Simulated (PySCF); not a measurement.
Two species compared at the same levels of theory.

First species: C3H2F2O2Si.
InChI=1S/C3H2F2O2Si/c4-8(5)2-3(1-6)7-8/h1-2H

Second species: C3F8.
Bonds: F1–C2, C2–F3, C2–F4, C2–C5, C5–F6, C5–F7, C5–C8, C8–F9, C8–F10, C8–F11.

Levels: PBE0/pcSseg-1 for dipole moment, HOMO energy, LUMO energy and HOMO–LUMO gap; GFN2-xTB for rotational constant A and rotational constant C. Geometries: GFN2-xTB. Each structure is a single optimised conformer of the isolated species, non-relativistic unless stated; the electronic structure was computed with PySCF and density fitting.

The conformers computed, where there is a choice (atom-mapped SMILES and torsion angles):
- `[O:1]=[CH:2][C:3]1=[CH:4][Si:5]([F:6])([F:7])[O:8]1`: O1–C2–C3–C4 0°
- `[F:1][C:2]([F:3])([F:4])[C:5]([F:6])([F:7])[C:8]([F:9])([F:10])[F:11]`: F1–C2–C5–F6 179°, C2–C5–C8–F9 60°

Values for the first species:

| Property | Result |
| --- | --- |
| Dipole moment | 0.65 D |
| HOMO energy | -8.01 eV |
| LUMO energy | -3.05 eV |
| HOMO–LUMO gap | 4.96 eV |
| Rotational constant A | 4.909 GHz |
| Rotational constant C | 0.923 GHz |

Q: Estimate the same properties for the second species, and the change in each.

A: 
```tsv
property	first	second	second less first
dipole moment	0.65 D	0.01 D	-0.64 D
HOMO energy	-8.01 eV	-10.98 eV	-2.97 eV
LUMO energy	-3.05 eV	0.96 eV	+4.01 eV
HOMO–LUMO gap	4.96 eV	11.94 eV	+6.98 eV
rotational constant A	4.909 GHz	1.662 GHz	-3.247 GHz
rotational constant C	0.923 GHz	0.895 GHz	-0.028 GHz
```

On the first: A dipole of 0.65 D is allowed in Cs, and pure rotational transitions are dipole-allowed. The dipole matches unit charges of opposite sign 0.13 Å apart (1 e·Å = 4.8032 D).

